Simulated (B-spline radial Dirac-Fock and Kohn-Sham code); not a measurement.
Dipole and non-dipole photoemission parameters of Mo⁺ 2p3/2

System: the Mo⁺ ion, [Kr] 4d5; threshold 2527.5 eV (orbital energy of the model). Method: Dirac-Hartree-Slater photoionisation with a Latter tail; cross sections with all multipoles, angular parameters from the dipole term and its interference with E2. Computed with a B-spline atomic structure program.

The run's input, task.json:

```json
{"items": [{
  "Z": 42,
  "q": 1,
  "cfg": [[1, 0, 2], [2, 0, 2], [2, 1, 6], [3, 0, 2], [3, 1, 6], [3, 2, 10], [4, 0, 2], [4, 1, 6], [4, 2, 5]],
  "A": 98,
  "rrms": 4.4091,
  "do": "xps",
  "hv": [60, 80, 81.0, 100, 106.0, 127.0, 150, 158.0, 195.0, 358.0, 521.0, 526.0, 620.0, 802.0, 1050.0, 1160.0, 1253.6, 1280.0, 1430.0, 2000, 2440.0, 3680.0, 3930.0, 4040.0, 4420.0, 6140.0, 6270.0, 8047.8, 8960.0, 15000]
}]}
```

Run with: `python xray2_run.py task.json out`

```csv
hν (eV),σ (kb),β,γ,δ
3680,82.6,1.463,0.160,0.030
3930,?,?,?,?
4040,63.8,1.478,0.306,0.035
4420,49.6,1.480,0.441,0.040
6140,19.1,1.429,0.905,0.060
6270,17.9,1.424,0.933,0.061
8047.8,8.41,1.344,1.249,0.083
8960,6.04,1.302,1.377,0.095
15000,1.16,1.063,1.908,0.178
```

Task: Give the values at 3930 eV.

Result: σ = 68.9 kb, β = 1.475, γ = 0.263, δ = 0.034.
